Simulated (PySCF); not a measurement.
Compound: C₅H₁₀SSi.
Numbering: `[CH3:1][S:2][SiH:3]1[CH2:4][CH:5]=[CH:6][CH2:7]1` (hydrogens: H8, H9, H10 on C1; H11 on Si3; H12, H13 on C4; H14 on C5; H15 on C6; H16, H17 on C7)

The same species was optimised twice, with GFN2-xTB and with PBE0-D3(BJ)/def2-SVP (PySCF), and the same property calculations (PySCF, gas phase) were run on both structures.

| coordinate | GFN2-xTB | PBE0-D3(BJ)/def2-SVP | change |
| --- | --- | --- | --- |
| C5=C6 (Å) | 1.321 | 1.341 | +0.020 |
| C6–C7 (Å) | 1.498 | 1.507 | +0.009 |
| Si3–C4 (Å) | 1.908 | 1.900 | -0.008 |
| S2–Si3 (Å) | 2.150 | 2.143 | -0.007 |
| C4–C5 (Å) | 1.501 | 1.507 | +0.006 |
| Si3–C7 (Å) | 1.897 | 1.894 | -0.003 |
| C1–S2 (Å) | 1.820 | 1.822 | +0.002 |
| C4–Si3–C7 (°) | 94.3 | 96.4 | +2.1 |
| S2–Si3–C7 (°) | 111.7 | 109.7 | -2.0 |
| C1–S2–Si3 (°) | 98.9 | 100.2 | +1.3 |
| Si3–C7–C6 (°) | 103.5 | 102.2 | -1.3 |
| Si3–C4–C5 (°) | 103.2 | 102.0 | -1.2 |
| C4–C5–C6 (°) | 119.2 | 119.6 | +0.4 |
| S2–Si3–C4 (°) | 115.0 | 115.2 | +0.2 |
| C5–C6–C7 (°) | 119.4 | 119.6 | +0.2 |
| C1–S2–Si3–C4 (°) | -72 | -72 | 0 |

Rotational constants: A = 3938, B = 1097, C = 954.4 MHz (GFN2-xTB) against A = 3859, B = 1108, C = 962.3 MHz (PBE0-D3(BJ)/def2-SVP). Point groups within 0.08 Å: C1 and C1.

On the GFN2-xTB structure: lowest singlet, TDDFT (eV) 5.29 [B3LYP/def2-SVPD]; lowest triplet, Tamm–Dancoff (eV) 4.52 [B3LYP/def2-SVPD]; isotropic polarisability (au) 104.1 [B3LYP/def2-SVPD]; HOMO (eV) -6.47 [B3LYP/def2-SVPD]; LUMO (eV) -0.07 [B3LYP/def2-SVPD]; dipole (D) 1.37 [B3LYP/def2-SVPD]; HOMO (eV) -6.74 [PBE0/pcSseg-1]; LUMO (eV) 0.41 [PBE0/pcSseg-1]; dipole (D) 1.50 [PBE0/pcSseg-1]; GIAO shielding of C1 (ppm) 172.8 [PBE0/pcSseg-1]; GIAO shielding of S2 (ppm) 688.0 [PBE0/pcSseg-1]; GIAO shielding of Si3 (ppm) 332.2 [PBE0/pcSseg-1]; GIAO shielding of C4/C7 (mean) (ppm) 165.3 [PBE0/pcSseg-1]; GIAO shielding of C5/C6 (mean) (ppm) 49.2 [PBE0/pcSseg-1].

**Question.** What do these properties become on the PBE0-D3(BJ)/def2-SVP structure?

**Answer.** 
| property | level | on GFN2-xTB | on PBE0-D3(BJ)/def2-SVP | change |
| --- | --- | --- | --- | --- |
| lowest singlet, TDDFT (eV) | B3LYP/def2-SVPD | 5.29 | 5.30 | +0.01 |
| lowest triplet, Tamm–Dancoff (eV) | B3LYP/def2-SVPD | 4.52 | 4.33 | -0.19 |
| isotropic polarisability (au) | B3LYP/def2-SVPD | 104.1 | 105.7 | +1.6 |
| HOMO (eV) | B3LYP/def2-SVPD | -6.47 | -6.51 | -0.04 |
| LUMO (eV) | B3LYP/def2-SVPD | -0.07 | -0.11 | -0.04 |
| dipole (D) | B3LYP/def2-SVPD | 1.37 | 1.32 | -0.05 |
| energy, GFN2-xTB geometry as zero (kcal/mol) | B3LYP/def2-SVPD | 0.0 | -1.8 | -1.8 |
| HOMO (eV) | PBE0/pcSseg-1 | -6.74 | -6.77 | -0.03 |
| LUMO (eV) | PBE0/pcSseg-1 | 0.41 | 0.35 | -0.06 |
| dipole (D) | PBE0/pcSseg-1 | 1.50 | 1.45 | -0.05 |
| energy, GFN2-xTB geometry as zero (kcal/mol) | PBE0/pcSseg-1 | 0.0 | -1.2 | -1.2 |
| GIAO shielding of C1 (ppm) | PBE0/pcSseg-1 | 172.8 | 170.1 | -2.7 |
| GIAO shielding of S2 (ppm) | PBE0/pcSseg-1 | 688.0 | 681.8 | -6.2 |
| GIAO shielding of Si3 (ppm) | PBE0/pcSseg-1 | 332.2 | 331.0 | -1.2 |
| GIAO shielding of C4/C7 (mean) (ppm) | PBE0/pcSseg-1 | 165.3 | 164.5 | -0.8 |
| GIAO shielding of C5/C6 (mean) (ppm) | PBE0/pcSseg-1 | 49.2 | 44.3 | -4.9 |

The heavy atoms differ by 0.038 Å rms after alignment. Among bonds between heavy atoms C5=C6 changes most (+0.020 Å). Changes are differences of the printed values. Neither structure is proved a minimum here.
